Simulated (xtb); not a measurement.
C$_{7}$H$_{7}$O, doublet, from a rough starting geometry; GFN2-xTB in xtb.

Here is a job for xtb.
```
$ xtb mol.xyz --gfn 2 --uhf 1 --opt vtight --json

# file mol.xyz
15

C      2.49078251    -0.57719780    -0.18277615
C      1.03370030    -0.33084838    -0.01691813
C      0.34592497     0.61304068    -0.76604260
C     -1.01862809     0.90611841    -0.53791086
C     -1.72869842     0.15435603     0.34415038
O     -3.05587817     0.32411711     0.59369823
C     -1.10918649    -0.83723303     1.12115137
C      0.27727080    -1.02117018     0.88653644
H      3.00334974    -0.86744705     0.68378824
H      2.94249282     0.36769432    -0.60694460
H      2.57417305    -1.40123876    -0.92872899
H      0.88934503     1.24431112    -1.40509152
H     -1.52050486     1.68862897    -1.13568836
H     -3.40742936     1.03121296     0.01107934
H     -1.65070417    -1.39332308     1.82418827
```

Problem. What does xtb print? Leave out banner, timings and long lists.

Solution. 
```
   ID    Z sym.   atoms
    1    6 C      1-5, 7, 8
    2    8 O      6
    3    1 H      9-15

           -------------------------------------------------
          |                Calculation Setup                |
           -------------------------------------------------

           -------------------------------------------------
          |                 G F N 2 - x T B                 |
           -------------------------------------------------

          ...................................................
          :                      SETUP                      :
          :.................................................:
          :  # basis functions                  39          :
          :  # atomic orbitals                  39          :
          :  # shells                           23          :
          :  # electrons                        41          :
          :  max. iterations                   250          :
          :  Hamiltonian                  GFN2-xTB          :
          :  restarted?                      false          :
          :  GBSA solvation                  false          :
          :  PC potential                    false          :
          :  electronic temp.          300.0000000     K    :
          :  accuracy                    1.0000000          :
          :  -> integral cutoff          0.2500000E+02      :
          :  -> integral neglect         0.1000000E-07      :
          :  -> SCF convergence          0.1000000E-05 Eh   :
          :  -> wf. convergence          0.1000000E-03 e    :
          :  Broyden damping             0.4000000          :
          :  net charge                          0          :
          :  unpaired electrons                  1          :
          ...................................................

 iter      E             dE          RMSdq      gap      omega  full diag
   1    -22.8400009 -0.228400E+02  0.400E+00    2.52       0.0  T
   2    -22.8542212 -0.142203E-01  0.245E+00    2.46       1.0  T
   3    -22.8466635  0.755771E-02  0.107E+00    2.64       1.0  T
   4    -22.8582462 -0.115827E-01  0.263E-01    2.48       1.0  T
   5    -22.8588126 -0.566385E-03  0.113E-01    2.54       1.0  T
   6    -22.8589191 -0.106470E-03  0.436E-02    2.52       1.0  T
   7    -22.8589219 -0.281201E-05  0.147E-02    2.52       1.8  T
   8    -22.8589233 -0.136828E-05  0.698E-03    2.53       3.7  T
   9    -22.8589236 -0.347292E-06  0.281E-03    2.52       9.2  T
  10    -22.8589236 -0.342281E-07  0.113E-03    2.53      22.9  T
  11    -22.8589236 -0.145541E-07  0.547E-04    2.52      47.2  T
  12    -22.8589237 -0.149481E-08  0.109E-04    2.52     236.1  T

   *** convergence criteria satisfied after 12 iterations ***

         :::::::::::::::::::::::::::::::::::::::::::::::::::::
         ::                     SUMMARY                     ::
         :::::::::::::::::::::::::::::::::::::::::::::::::::::
         :: total energy             -22.503943616392 Eh    ::
         :: gradient norm              0.128664878473 Eh/a0 ::
         :: HOMO-LUMO gap              2.524638323434 eV    ::
         ::.................................................::
         :: SCC energy               -22.858919290661 Eh    ::
         :: -> isotropic ES            0.022183147791 Eh    ::
         :: -> anisotropic ES          0.003662766469 Eh    ::
         :: -> anisotropic XC          0.009463162531 Eh    ::
         :: -> dispersion             -0.010877308076 Eh    ::
         :: repulsion energy           0.354975674270 Eh    ::
         :: add. restraining           0.000000000000 Eh    ::
         :: total charge               0.000000000000 e     ::
         :::::::::::::::::::::::::::::::::::::::::::::::::::::

      -----------------------------------------------------------
     |                   =====================                   |
     |                        A N C O P T                        |
[...]
 * total energy  :   -22.5150420 Eh     change       -0.2715254E-06 Eh
 * total energy  :   -22.5150423 Eh     change       -0.2924576E-06 Eh
 * total energy  :   -22.5150426 Eh     change       -0.3133644E-06 Eh
 * total energy  :   -22.5150429 Eh     change       -0.3326703E-06 Eh
 * total energy  :   -22.5150433 Eh     change       -0.3460436E-06 Eh
 * total energy  :   -22.5150436 Eh     change       -0.3500135E-06 Eh
 * total energy  :   -22.5150440 Eh     change       -0.3433215E-06 Eh
 * total energy  :   -22.5150443 Eh     change       -0.3300689E-06 Eh
 * total energy  :   -22.5150446 Eh     change       -0.3142655E-06 Eh
 * total energy  :   -22.5150449 Eh     change       -0.3001308E-06 Eh
 * total energy  :   -22.5150452 Eh     change       -0.2902753E-06 Eh
 * total energy  :   -22.5150453 Eh     change       -0.9390390E-07 Eh
   *** GEOMETRY OPTIMIZATION CONVERGED AFTER 44 ITERATIONS ***
         :: total energy             -22.515045297588 Eh    ::
[...]
        31                          0.2138292               5.8186
        32                          0.2256472               6.1402
       ...                                ...                  ...
        39                          0.6692079              18.2101
      -------------------------------------------------------------
                  HL-Gap            0.1004078 Eh            2.7322 eV
             Fermi-level           -0.3088498 Eh           -8.4042 eV

     #   Z          covCN         q      C6AA      α(0)
     1   6 C        3.756    -0.106    22.570     6.774
     2   6 C        2.960     0.020    27.551     8.609
     3   6 C        2.941    -0.039    28.965     8.827
     4   6 C        2.915    -0.078    29.950     8.974
     5   6 C        2.856     0.143    24.873     8.174
     6   8 O        1.659    -0.392    20.687     6.140
     7   6 C        2.914    -0.046    29.132     8.851
     8   6 C        2.030    -0.072    32.952     9.271
     9   1 H        0.925     0.050     2.320     2.382
    10   1 H        0.925     0.041     2.439     2.442
    11   1 H        0.924     0.049     2.330     2.387
    12   1 H        0.925     0.040     2.446     2.446
    13   1 H        0.925     0.028     2.613     2.528
    14   1 H        0.805     0.298     0.727     1.339
    15   1 H        0.926     0.061     2.185     2.312

 Mol. C6AA /au·bohr⁶  :       2658.571817
 Mol. C8AA /au·bohr⁸  :      64561.150078
 Mol. α(0) /au        :         81.455961

Wiberg/Mayer (AO) data.
largest (>0.10) Wiberg bond orders for each atom

 ---------------------------------------------------------------------------
     #   Z sym  total        # sym  WBO       # sym  WBO       # sym  WBO
 ---------------------------------------------------------------------------
     1   6 C    3.996 --     2 C    1.018    10 H    0.984     9 H    0.979
                            11 H    0.968
     2   6 C    3.985 --     8 C    1.443     3 C    1.367     1 C    1.018
     3   6 C    3.985 --     4 C    1.444     2 C    1.367    12 H    0.959
                             7 C    0.112
     4   6 C    3.985 --     3 C    1.444     5 C    1.384    13 H    0.962
                             8 C    0.102
     5   6 C    3.934 --     4 C    1.384     7 C    1.306     6 O    1.067
     6   8 O    2.116 --     5 C    1.067    14 H    0.889
     7   6 C    3.984 --     8 C    1.527     5 C    1.306    15 H    0.952
                             3 C    0.112
     8   6 C    3.276 --     7 C    1.527     2 C    1.443     4 C    0.102
     9   1 H    0.997 --     1 C    0.979
    10   1 H    0.998 --     1 C    0.984
    11   1 H    0.997 --     1 C    0.968
    12   1 H    0.998 --     3 C    0.959
    13   1 H    0.999 --     4 C    0.962
    14   1 H    0.911 --     6 O    0.889
    15   1 H    0.996 --     7 C    0.952
 ---------------------------------------------------------------------------

Topologies differ in total number of bonds
Writing topology from bond orders to xtbtopo.mol

molecular dipole:
                 x           y           z       tot (Debye)
 q only:        0.164       0.347      -0.380
   full:        0.056       0.627      -0.618       2.241
molecular quadrupole (traceless):
                xx          xy          yy          xz          yz          zz
 q only:        1.820      -3.543       0.009       2.042      -0.919      -1.829
  q+dip:        2.349      -4.676       0.104       2.119      -3.013      -2.453
   full:        1.708      -4.661       0.410       2.873      -1.481      -2.118

optimized geometry written to: xtbopt.xyz

           -------------------------------------------------
          | TOTAL ENERGY              -22.515045297588 Eh   |
          | GRADIENT NORM               0.000037302703 Eh/α |
          | HOMO-LUMO GAP               2.732236176975 eV   |
           -------------------------------------------------

normal termination of xtb
```
